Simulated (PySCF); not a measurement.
## Two-component Hartree-Fock for Pd²³⁺ (palladium, charge +23)

Start: [Ar] 3d5; 3d3/2 filled at m_j = -3/2, -1/2, +1/2, +3/2; 3d5/2 filled at m_j = +5/2. Calculated with PySCF 2.14 in an uncontracted even-tempered set (16 s from 3 bohr⁻², ratio 2.8; 12 p from 3.8 bohr⁻², ratio 2.8; 8 d from 3.8 bohr⁻², ratio 2.8; 3 f from 14 bohr⁻², ratio 3): generalised Hartree-Fock with the X2C-1e Hamiltonian and a Gaussian nucleus; one run each with spin-orbit coupling (SO) switched off, then screened by Boettger's factors.

```json
{"spinor shell": "1s1/2", "electrons": "2", "ε, spin-free (eV)": "-25361.7", "ε, screened SO (eV)": "-25359.9", "weight of nominal j (screened SO)": "1.000", "rms radius, screened SO (bohr)": "0.0365"}
{"spinor shell": "2s1/2", "electrons": "2", "ε, spin-free (eV)": "-4525.9", "ε, screened SO (eV)": "-4525.3", "weight of nominal j (screened SO)": "1.000", "rms radius, screened SO (bohr)": "0.149"}
{"spinor shell": "2p1/2", "electrons": "2", "ε, spin-free (eV)": "-4144.2", "ε, screened SO (eV)": "-4257.6", "weight of nominal j (screened SO)": "0.996", "rms radius, screened SO (bohr)": "0.129"}
{"spinor shell": "2p3/2", "electrons": "4", "ε, spin-free (eV)": "-4144.2", "ε, screened SO (eV)": "-4091.4", "weight of nominal j (screened SO)": "0.998", "rms radius, screened SO (bohr)": "0.134"}
{"spinor shell": "3s1/2", "electrons": "2", "ε, spin-free (eV)": "-1453.1", "ε, screened SO (eV)": "-1452.9", "weight of nominal j (screened SO)": "1.000", "rms radius, screened SO (bohr)": "0.383"}
{"spinor shell": "3p1/2", "electrons": "2", "ε, spin-free (eV)": "-1321.6", "ε, screened SO (eV)": "-1353.8", "weight of nominal j (screened SO)": "0.867", "rms radius, screened SO (bohr)": "0.374"}
{"spinor shell": "3p3/2", "electrons": "4", "ε, spin-free (eV)": "-1321.6", "ε, screened SO (eV)": "-1306.2", "weight of nominal j (screened SO)": "0.934", "rms radius, screened SO (bohr)": "0.383"}
{"spinor shell": "3d3/2", "electrons": "4", "ε, spin-free (eV)": "-1154.5", "ε, screened SO (eV)": "-1155.2", "weight of nominal j (screened SO)": "0.654", "rms radius, screened SO (bohr)": "0.346"}
{"spinor shell": "3d5/2", "electrons": "1", "ε, spin-free (eV)": "-1154.5", "ε, screened SO (eV)": "-1151.0", "weight of nominal j (screened SO)": "1.000", "rms radius, screened SO (bohr)": "0.347"}
```

| quantity | spin-free | screened SO |
| --- | --- | --- |
| E (hartree) | -4742.87891 | -4743.80398 |
| M_J | 5/2 | 5/2 |
| ⟨J²⟩ | 8.751 | 8.752 |
| ⟨L²⟩ | 0.000 | 0.266 |
| ⟨S²⟩ | 8.751 | 8.175 |

Each row is a mean over spinors that exchange with the open shell spreads, by up to 35.438 eV (3p3/2).

Rows whose weight is well below 1 are mixtures of j = l ± 1/2: exchange outweighs spin-orbit coupling there, and the label is only the starting occupation.

Breit and QED terms are absent; they matter most for the inner s and p1/2 levels.

Densities and radii are taken from the X2C orbitals without a picture-change correction, which distorts them close to the nucleus.

Without spin-orbit coupling the j labels of p, d and f shells carry no meaning; the spin-free column gives the mean over the occupied spinors of each nl shell.
